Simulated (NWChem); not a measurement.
System: CdHSBr; SMILES [Br][Cd][SH]

```xyz
4

Cd     0.0116     0.4463     0.0000
Br     0.0030    -1.9686     0.0000
S      0.0403     2.7873     0.0000
H     -1.3090     2.8801     0.0000
```
Atoms are numbered in this order, from 1.

Results from NWChem. The geometry was optimised at PBE0/def2-SVP. Not confirmed as a minimum by frequencies. def2 effective core potentials on Cd; no spin-orbit coupling. Ions are spin-unrestricted doublets at the neutral geometry; other ion states weren't tried.

For level PBE/def2-SVP:

```yaml
vertical ionisation energy, ΔSCF (eV): 9.20
"−ε(HOMO) (eV)": 6.17
```

Task: Estimate the same quantities for level PBE0/def2-SVP.

Result: 
- vertical ionisation energy, ΔSCF (eV): 9.56
- −ε(HOMO) (eV): 7.39
